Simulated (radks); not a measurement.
Valence configurations of Hg+ (all share [Xe]). Method: scalar-relativistic Kohn-Sham, SCAN, spin-unpolarised, spherical densities, finite nucleus; meta-GGA in the generalised Kohn-Sham scheme; Fermi nuclear charge, rms radius 5.4648 fm; computed with a radial shooting solver on a logarithmic mesh with Libxc functionals. Energies are relative to 4f14 5d10 6s1; eigenvalues in eV.

4f14 5d10 6s1: E (eV) 0.000; e(4f) -106.05; e(5d) -19.171; e(6s) -14.889
4f14 5d9.5 6s1.5: E (eV) 2.257; e(4f) -108.02; e(5d) -20.487; e(6s) -15.741
4f14 5d9 6s2: E (eV) 4.761; e(4f) -110.02; e(5d) -21.803; e(6s) -16.476
4f14 5d9 6s1 6p1: E (eV) 13.300; e(4f) -111.83; e(5d) -23.554; e(6p) -8.966; e(6s) -17.489
4f14 5d8 6s2 6p1: E (eV) 19.846; e(4f) -115.90; e(5d) -26.164; e(6p) -9.743; e(6s) -18.916
4f13.5 5d10 6s1.5: E (eV) 47.376; e(4f) -114.02; e(5d) -21.186; e(6s) -15.766
4f14 5d6 6s2 6p3: E (eV) 58.600; e(4f) -127.82; e(5d) -34.709; e(6p) -12.410; e(6s) -23.127
4f13 5d10 6s2: E (eV) 98.359; e(4f) -122.20; e(5d) -23.295; e(6s) -16.577
4f13 5d10 6s1 6p1: E (eV) 106.96; e(4f) -124.05; e(5d) -25.085; e(6p) -9.010; e(6s) -17.601
4f12 5d10 6s1 6p2: E (eV) 230.45; e(4f) -142.75; e(5d) -31.207; e(6p) -10.777; e(6s) -20.321

NIST lists [Xe] 4f14 5d10 6s1 as the ground configuration; this level of theory agrees among the configurations tried. The energies are those of spherical spin-averaged densities, not of single terms.
